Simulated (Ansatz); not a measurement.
A short molecular-dynamics run on Zn₆S₅Cl₂, a halide-capped cluster cut from wurtzite ZnS (2 Cl on the cations).

```yaml
crystal:
  periodic: [false, false, false]
  atoms:
    - {symbol: Zn, position_ang: [0.703597, -2.081297, -1.153656]}
    - {symbol: S, position_ang: [-0.840900, -0.513856, -0.250657]}
    - {symbol: S, position_ang: [0.339303, -1.693941, 3.285891]}
    - {symbol: Zn, position_ang: [-0.812045, -0.033199, 2.330423]}
    - {symbol: Zn, position_ang: [-1.179118, 1.285602, -1.771569]}
    - {symbol: S, position_ang: [-1.735755, 1.982702, 2.613148]}
    - {symbol: S, position_ang: [2.758065, -1.101248, -0.315669]}
    - {symbol: Zn, position_ang: [1.639862, -1.497470, 1.592769]}
    - {symbol: Zn, position_ang: [1.269685, 0.635971, -0.423980]}
    - {symbol: S, position_ang: [0.599389, 2.746017, -1.012217]}
    - {symbol: Zn, position_ang: [-0.619606, 2.517887, 0.862246]}
    - {symbol: Cl, position_ang: [0.436799, -3.798526, -2.385728]}
    - {symbol: Cl, position_ang: [-2.559276, 1.551357, -3.371012]}
basis:
  gaussian: {orbitals: "6-31G*"}
hamiltonian: {xc: {name: revPBE}}
md: {timestep: 1 fs, n_steps: 25, ensemble: nvt_langevin, temperature: 1500, initial_velocities: maxwell_boltzmann, friction: 0.01, seed: 990}
scf: {omitted_lower_state_checks: [starts]}
```

```sh
$ ansatz run in.yaml --threads 2 --pin off --events-out ev --progress --plain --max-ram 32768MiB --backend cuda --devices 0, --max-vram 18GiB
```

```csv
step,time (fs),potential energy (eV),kinetic (eV),T (K)
0,0.0,-369663.0602,2.3267,1385
1,1.0,-369663.0555,2.3273,1385
2,2.0,-369663.0434,2.1991,1309
3,3.0,-369663.0228,2.1536,1282
4,4.0,-369662.9930,2.0841,1240
5,5.0,-369662.9561,2.0692,1231
6,6.0,-369662.9139,2.1664,1289
7,7.0,-369662.8661,1.9905,1185
8,8.0,-369662.8127,2.0283,1207
9,9.0,-369662.7531,2.0565,1224
10,10.0,-369662.6911,1.9327,1150
11,11.0,-369662.6277,2.0447,1217
12,12.0,-369662.5603,2.1720,1293
13,13.0,-369662.4921,2.1580,1284
14,14.0,-369662.4248,2.1442,1276
15,15.0,-369662.3578,2.0301,1208
16,16.0,-369662.2893,1.9679,1171
17,17.0,-369662.2174,1.9695,1172
18,18.0,-369662.1464,1.7733,1055
19,19.0,-369662.0779,1.7909,1066
20,20.0,-369662.0138,1.6094,958
21,21.0,-369661.9544,1.5233,907
22,22.0,-369661.8961,1.6152,961
23,23.0,-369661.8392,1.6734,996
24,24.0,-369661.7834,1.6716,995
25,25.0,-369661.7325,1.5095,898
```

Velocities are drawn at the set temperature; a run this short doesn't reach equilibrium. Under Langevin dynamics the printed temperature counts 3N degrees of freedom, so it starts below the set value.

The 6-31G sets use Cartesian d functions.

Frames (Å, forces in eV/Å):

```xyz
13
time=0.0 fs
Zn    0.704   -2.081   -1.154   -0.076    0.146    0.090
S    -0.841   -0.514   -0.251    0.087   -0.001   -0.229
S     0.339   -1.694    3.286    0.090    0.189   -0.305
Zn   -0.812   -0.033    2.330   -0.066   -0.009    0.134
Zn   -1.179    1.286   -1.772    0.073   -0.111    0.149
S    -1.736    1.983    2.613    0.254   -0.094   -0.249
S     2.758   -1.101   -0.316   -0.318    0.108    0.203
Zn    1.640   -1.497    1.593    0.017   -0.011    0.017
Zn    1.270    0.636   -0.424    0.048    0.013   -0.087
S     0.599    2.746   -1.012   -0.108   -0.260    0.266
Zn   -0.620    2.518    0.862   -0.005    0.021    0.013
Cl    0.437   -3.799   -2.386    0.001    0.011    0.002
Cl   -2.559    1.551   -3.371    0.003   -0.002   -0.004
13
time=1.0 fs
Zn    0.702   -2.084   -1.150   -0.072    0.076    0.042
S    -0.834   -0.515   -0.251    0.033    0.012   -0.225
S     0.346   -1.694    3.294    0.074    0.278   -0.416
Zn   -0.815   -0.029    2.323   -0.004   -0.122    0.194
Zn   -1.181    1.280   -1.768   -0.004   -0.069    0.038
S    -1.746    1.978    2.612    0.294   -0.045   -0.328
S     2.753   -1.098   -0.308   -0.228    0.086    0.117
Zn    1.646   -1.492    1.594   -0.064   -0.038    0.156
Zn    1.273    0.638   -0.426    0.050    0.035   -0.084
S     0.611    2.746   -1.013   -0.168   -0.277    0.287
Zn   -0.617    2.515    0.860   -0.032    0.013    0.054
Cl    0.429   -3.805   -2.385    0.015    0.073    0.047
Cl   -2.569    1.561   -3.375    0.107   -0.023    0.117
13
time=2.0 fs
Zn    0.701   -2.088   -1.146   -0.072    0.003   -0.009
S    -0.827   -0.515   -0.250   -0.027    0.021   -0.221
S     0.353   -1.693    3.300    0.049    0.351   -0.497
Zn   -0.818   -0.026    2.317    0.049   -0.217    0.248
Zn   -1.182    1.273   -1.765   -0.091   -0.025   -0.083
S    -1.758    1.973    2.612    0.339    0.001   -0.410
S     2.746   -1.096   -0.300   -0.130    0.062    0.034
Zn    1.650   -1.487    1.595   -0.129   -0.061    0.274
Zn    1.276    0.640   -0.427    0.052    0.058   -0.081
S     0.623    2.747   -1.014   -0.225   -0.287    0.308
Zn   -0.616    2.512    0.858   -0.062    0.003    0.099
Cl    0.421   -3.813   -2.384    0.029    0.137    0.094
Cl   -2.579    1.570   -3.380    0.218   -0.047    0.246
13
time=4.0 fs
Zn    0.699   -2.094   -1.138   -0.070   -0.137   -0.105
S    -0.812   -0.515   -0.250   -0.144    0.020   -0.198
S     0.368   -1.692    3.313    0.001    0.484   -0.648
Zn   -0.822   -0.019    2.305    0.138   -0.376    0.349
Zn   -1.183    1.259   -1.756   -0.274    0.078   -0.345
S    -1.780    1.964    2.613    0.439    0.076   -0.575
S     2.734   -1.091   -0.285    0.064    0.011   -0.133
Zn    1.658   -1.477    1.599   -0.249   -0.108    0.504
Zn    1.282    0.643   -0.430    0.055    0.117   -0.080
S     0.646    2.746   -1.018   -0.340   -0.307    0.369
Zn   -0.613    2.507    0.856   -0.114   -0.014    0.174
Cl    0.407   -3.828   -2.381    0.056    0.259    0.182
Cl   -2.597    1.584   -3.394    0.437   -0.102    0.505
13
time=5.0 fs
Zn    0.698   -2.097   -1.135   -0.067   -0.195   -0.141
S    -0.806   -0.516   -0.249   -0.199    0.025   -0.188
S     0.376   -1.691    3.320   -0.017    0.542   -0.722
Zn   -0.824   -0.016    2.299    0.177   -0.445    0.397
Zn   -1.184    1.252   -1.752   -0.354    0.124   -0.460
S    -1.792    1.959    2.616    0.497    0.114   -0.668
S     2.729   -1.088   -0.277    0.164   -0.016   -0.225
Zn    1.663   -1.472    1.601   -0.315   -0.133    0.629
Zn    1.285    0.644   -0.432    0.053    0.145   -0.076
S     0.657    2.745   -1.019   -0.391   -0.309    0.390
Zn   -0.611    2.505    0.855   -0.151   -0.029    0.230
Cl    0.400   -3.835   -2.380    0.068    0.305    0.215
Cl   -2.606    1.589   -3.401    0.534   -0.127    0.619
13
time=7.0 fs
Zn    0.695   -2.104   -1.129   -0.062   -0.281   -0.188
S    -0.795   -0.518   -0.245   -0.300    0.030   -0.191
S     0.388   -1.685    3.335   -0.032    0.629   -0.853
Zn   -0.828   -0.010    2.288    0.229   -0.540    0.485
Zn   -1.187    1.238   -1.744   -0.484    0.210   -0.647
S    -1.814    1.951    2.621    0.613    0.171   -0.840
S     2.716   -1.086   -0.258    0.371   -0.055   -0.445
Zn    1.673   -1.463    1.607   -0.466   -0.187    0.909
Zn    1.289    0.645   -0.438    0.059    0.180   -0.061
S     0.678    2.742   -1.021   -0.486   -0.300    0.416
Zn   -0.607    2.503    0.853   -0.226   -0.057    0.335
Cl    0.388   -3.847   -2.377    0.087    0.377    0.266
Cl   -2.622    1.603   -3.417    0.694   -0.178    0.812
13
time=8.0 fs
Zn    0.694   -2.108   -1.126   -0.059   -0.315   -0.203
S    -0.790   -0.519   -0.242   -0.340    0.035   -0.201
S     0.394   -1.683    3.342   -0.040    0.667   -0.905
Zn   -0.828   -0.007    2.282    0.244   -0.575    0.529
Zn   -1.189    1.230   -1.742   -0.541    0.251   -0.728
S    -1.825    1.948    2.624    0.674    0.191   -0.924
S     2.710   -1.085   -0.249    0.459   -0.066   -0.553
Zn    1.677   -1.458    1.610   -0.532   -0.212    1.037
Zn    1.290    0.645   -0.441    0.067    0.190   -0.053
S     0.688    2.741   -1.021   -0.532   -0.300    0.425
Zn   -0.606    2.502    0.851   -0.264   -0.070    0.389
Cl    0.382   -3.853   -2.376    0.095    0.408    0.287
Cl   -2.630    1.610   -3.426    0.767   -0.205    0.900
13
time=10.0 fs
Zn    0.692   -2.115   -1.125   -0.046   -0.357   -0.207
S    -0.780   -0.521   -0.235   -0.432    0.051   -0.238
S     0.404   -1.676    3.356   -0.054    0.726   -0.991
Zn   -0.828    0.000    2.270    0.260   -0.624    0.616
Zn   -1.194    1.215   -1.740   -0.641    0.330   -0.860
S    -1.846    1.942    2.631    0.796    0.222   -1.087
S     2.697   -1.084   -0.232    0.624   -0.083   -0.756
Zn    1.685   -1.447    1.619   -0.647   -0.259    1.267
Zn    1.291    0.648   -0.448    0.095    0.203   -0.037
S     0.709    2.740   -1.024   -0.625   -0.299    0.443
Zn   -0.602    2.501    0.847   -0.334   -0.092    0.486
Cl    0.371   -3.862   -2.373    0.105    0.440    0.304
Cl   -2.648    1.625   -3.446    0.899   -0.259    1.058
13
time=11.0 fs
Zn    0.691   -2.118   -1.126   -0.037   -0.364   -0.197
S    -0.774   -0.521   -0.232   -0.480    0.050   -0.258
S     0.409   -1.673    3.362   -0.065    0.750   -1.023
Zn   -0.827    0.004    2.264    0.262   -0.636    0.659
Zn   -1.195    1.207   -1.740   -0.688    0.369   -0.914
S    -1.856    1.940    2.634    0.858    0.228   -1.164
S     2.691   -1.083   -0.225    0.698   -0.099   -0.846
Zn    1.689   -1.442    1.624   -0.692   -0.277    1.360
Zn    1.292    0.649   -0.451    0.111    0.206   -0.028
S     0.718    2.739   -1.024   -0.657   -0.284    0.438
Zn   -0.600    2.501    0.844   -0.376   -0.103    0.542
Cl    0.365   -3.865   -2.372    0.108    0.446    0.306
Cl   -2.657    1.633   -3.455    0.957   -0.286    1.125
13
time=13.0 fs
Zn    0.690   -2.126   -1.128   -0.014   -0.364   -0.169
S    -0.760   -0.520   -0.226   -0.577    0.037   -0.292
S     0.418   -1.665    3.373   -0.080    0.790   -1.075
Zn   -0.828    0.010    2.252    0.254   -0.638    0.740
Zn   -1.199    1.188   -1.742   -0.771    0.458   -1.007
S    -1.877    1.937    2.642    0.982    0.219   -1.310
S     2.681   -1.080   -0.213    0.834   -0.142   -1.000
Zn    1.700   -1.431    1.636   -0.768   -0.309    1.518
Zn    1.296    0.652   -0.457    0.134    0.232   -0.021
S     0.734    2.738   -1.024   -0.712   -0.267    0.430
Zn   -0.597    2.499    0.839   -0.453   -0.119    0.643
Cl    0.353   -3.872   -2.370    0.113    0.448    0.302
Cl   -2.676    1.652   -3.473    1.059   -0.345    1.241
13
time=14.0 fs
Zn    0.689   -2.131   -1.129   -0.002   -0.354   -0.151
S    -0.752   -0.520   -0.225   -0.631    0.026   -0.301
S     0.423   -1.662    3.378   -0.090    0.809   -1.098
Zn   -0.827    0.013    2.247    0.246   -0.636    0.778
Zn   -1.201    1.177   -1.744   -0.801    0.506   -1.040
S    -1.887    1.935    2.646    1.039    0.209   -1.371
S     2.675   -1.077   -0.207    0.910   -0.186   -1.059
Zn    1.704   -1.425    1.642   -0.795   -0.322    1.578
Zn    1.299    0.653   -0.459    0.128    0.286   -0.028
S     0.740    2.740   -1.023   -0.731   -0.282    0.429
Zn   -0.595    2.498    0.837   -0.486   -0.122    0.684
Cl    0.347   -3.877   -2.368    0.115    0.441    0.294
Cl   -2.685    1.661   -3.480    1.099   -0.373    1.285
13
time=16.0 fs
Zn    0.689   -2.140   -1.132    0.025   -0.336   -0.116
S    -0.732   -0.519   -0.221   -0.770    0.015   -0.327
S     0.432   -1.657    3.387   -0.110    0.840   -1.124
Zn   -0.825    0.021    2.237    0.227   -0.629    0.849
Zn   -1.205    1.156   -1.748   -0.841    0.589   -1.076
S    -1.907    1.932    2.653    1.145    0.188   -1.486
S     2.664   -1.068   -0.198    1.087   -0.296   -1.161
Zn    1.714   -1.414    1.653   -0.834   -0.345    1.678
Zn    1.306    0.655   -0.463    0.103    0.441   -0.052
S     0.750    2.745   -1.020   -0.755   -0.328    0.425
Zn   -0.593    2.498    0.831   -0.551   -0.131    0.767
Cl    0.334   -3.885   -2.361    0.118    0.420    0.275
Cl   -2.699    1.679   -3.492    1.157   -0.428    1.348
13
time=17.0 fs
Zn    0.689   -2.145   -1.132    0.041   -0.321   -0.094
S    -0.720   -0.518   -0.219   -0.849    0.003   -0.341
S     0.434   -1.655    3.391   -0.109    0.853   -1.143
Zn   -0.823    0.024    2.232    0.207   -0.618    0.888
Zn   -1.208    1.145   -1.749   -0.859    0.631   -1.093
S    -1.916    1.930    2.657    1.200    0.174   -1.543
S     2.659   -1.064   -0.193    1.177   -0.347   -1.217
Zn    1.718   -1.410    1.658   -0.862   -0.359    1.742
Zn    1.308    0.656   -0.465    0.102    0.518   -0.064
S     0.755    2.748   -1.018   -0.761   -0.345    0.418
Zn   -0.593    2.499    0.828   -0.584   -0.135    0.812
Cl    0.326   -3.887   -2.358    0.118    0.400    0.259
Cl   -2.706    1.688   -3.496    1.181   -0.454    1.375
13
time=19.0 fs
Zn    0.689   -2.153   -1.132    0.072   -0.292   -0.056
S    -0.698   -0.513   -0.215   -0.995   -0.044   -0.353
S     0.438   -1.652    3.396   -0.099    0.870   -1.171
Zn   -0.816    0.029    2.223    0.153   -0.577    0.958
Zn   -1.215    1.125   -1.751   -0.895    0.716   -1.133
S    -1.935    1.926    2.663    1.301    0.135   -1.643
S     2.652   -1.056   -0.183    1.332   -0.440   -1.324
Zn    1.727   -1.401    1.667   -0.914   -0.386    1.862
Zn    1.313    0.658   -0.467    0.113    0.650   -0.085
S     0.764    2.752   -1.011   -0.767   -0.354    0.389
Zn   -0.593    2.499    0.820   -0.644   -0.141    0.899
Cl    0.311   -3.891   -2.350    0.120    0.368    0.234
Cl   -2.720    1.706   -3.503    1.224   -0.505    1.423
13
time=20.0 fs
Zn    0.688   -2.157   -1.132    0.087   -0.264   -0.028
S    -0.689   -0.511   -0.214   -1.051   -0.075   -0.366
S     0.440   -1.651    3.399   -0.101    0.879   -1.180
Zn   -0.813    0.032    2.220    0.130   -0.564    0.988
Zn   -1.218    1.115   -1.752   -0.911    0.756   -1.146
S    -1.944    1.924    2.664    1.340    0.118   -1.673
S     2.649   -1.052   -0.178    1.394   -0.482   -1.375
Zn    1.731   -1.397    1.671   -0.934   -0.397    1.911
Zn    1.316    0.659   -0.468    0.117    0.705   -0.093
S     0.769    2.754   -1.006   -0.769   -0.354    0.373
Zn   -0.595    2.499    0.818   -0.665   -0.142    0.926
Cl    0.303   -3.894   -2.345    0.119    0.349    0.219
Cl   -2.727    1.714   -3.508    1.244   -0.529    1.445
13
time=22.0 fs
Zn    0.687   -2.166   -1.132    0.111   -0.218    0.020
S    -0.675   -0.507   -0.211   -1.131   -0.130   -0.391
S     0.446   -1.652    3.403   -0.112    0.906   -1.199
Zn   -0.808    0.036    2.213    0.093   -0.543    1.043
Zn   -1.226    1.095   -1.756   -0.943    0.837   -1.167
S    -1.963    1.920    2.662    1.404    0.078   -1.705
S     2.645   -1.045   -0.169    1.486   -0.543   -1.474
Zn    1.738   -1.390    1.679   -0.970   -0.420    2.000
Zn    1.320    0.663   -0.469    0.131    0.790   -0.106
S     0.778    2.760   -0.995   -0.789   -0.368    0.364
Zn   -0.599    2.499    0.818   -0.678   -0.134    0.935
Cl    0.290   -3.900   -2.337    0.119    0.323    0.198
Cl   -2.742    1.732   -3.515    1.281   -0.578    1.481
13
time=23.0 fs
Zn    0.687   -2.171   -1.131    0.123   -0.205    0.034
S    -0.668   -0.506   -0.211   -1.174   -0.148   -0.391
S     0.448   -1.652    3.406   -0.109    0.922   -1.221
Zn   -0.807    0.038    2.210    0.073   -0.532    1.067
Zn   -1.229    1.085   -1.759   -0.959    0.877   -1.176
S    -1.973    1.919    2.661    1.434    0.052   -1.717
S     2.643   -1.042   -0.166    1.521   -0.573   -1.501
Zn    1.744   -1.387    1.683   -0.988   -0.428    2.036
Zn    1.322    0.665   -0.469    0.138    0.830   -0.113
S     0.782    2.762   -0.991   -0.807   -0.379    0.374
Zn   -0.602    2.499    0.818   -0.672   -0.126    0.922
Cl    0.283   -3.904   -2.334    0.120    0.314    0.191
Cl   -2.750    1.742   -3.518    1.299   -0.603    1.495
13
time=25.0 fs
Zn    0.687   -2.181   -1.128    0.148   -0.188    0.050
S    -0.653   -0.505   -0.212   -1.274   -0.181   -0.391
S     0.452   -1.648    3.411   -0.113    0.939   -1.235
Zn   -0.803    0.043    2.202    0.027   -0.499    1.112
Zn   -1.234    1.066   -1.765   -0.987    0.960   -1.187
S    -1.991    1.921    2.656    1.491   -0.011   -1.735
S     2.639   -1.036   -0.161    1.588   -0.647   -1.520
Zn    1.753   -1.381    1.693   -0.992   -0.432    2.053
Zn    1.325    0.668   -0.470    0.151    0.952   -0.138
S     0.792    2.771   -0.986   -0.850   -0.443    0.417
Zn   -0.610    2.498    0.818   -0.643   -0.098    0.874
Cl    0.271   -3.910   -2.330    0.123    0.302    0.184
Cl   -2.766    1.764   -3.521    1.331   -0.654    1.517
```

Run time 2.2 min (2 threads of AMD EPYC 7R13 on a shared host and a share (18 GiB) of an NVIDIA H100 80GB HBM3), peak host memory 1 GiB.
